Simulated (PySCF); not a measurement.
**TlTe at UHF**

Level: UHF. basis Tl def2-SVP with ECP60, Te def2-SVP with ECP28; scalar-relativistic core potentials; PySCF 2.14.

| Property | Result |
| --- | --- |
| state | ²Π (doublet), unpaired electrons π ↑ |
| bond length | 2.974 Å |
| harmonic wavenumber | 131 cm⁻¹ |
| force constant | 0.807 mdyn/Å |
| rotational constant Be | 0.02396 cm⁻¹ |
| anharmonicity ωexe | 0.211 cm⁻¹ |
| vibration–rotation constant αe | 5.78e-05 cm⁻¹ |
| well depth De to Tl + Te | 1.45 eV |
| dissociation energy D0 | 1.44 eV |
| bond order (Mayer) | 0.91 |
| dipole moment (positive dipole means Tl(−)Te(+)) | -4.47 D |

Spin–orbit coupling is left out, which matters for elements this heavy, above all for dissociation energies. Hartree–Fock leaves out correlation, which carries a large part of most bond energies and some tenths to 1 eV of ionisation energies. The state is the lowest determinant that a PBE0 search found; another state may lie lower at other levels.
